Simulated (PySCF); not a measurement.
AlBrFHO. Atoms are numbered in the order given.

```xyz
5

Al    -0.0282     0.9423     0.0000
F     -1.4937     1.7174     0.0000
Br     0.0271    -1.2828     0.0000
O      1.4189     1.8041     0.0000
H      1.5110     2.7606     0.0000
```

The structure is a stationary point at r2SCAN-D4/def2-SVP. One conformer was computed; it need not be the lowest.

These are PySCF with r2SCAN/def2-TZVPD values and carry that method's errors.

Mulliken values depend strongly on the basis, most of all with diffuse functions as here. ESP charges are fitted to the potential on shells at 1.4 to 2.0 van der Waals radii. Atomic charges (e):

```csv
atom,Mulliken,ESP fit
Al1,0.74,1.00
F2,-0.33,-0.43
Br3,-0.27,-0.23
O4,-0.44,-0.79
H5,0.30,0.44
```
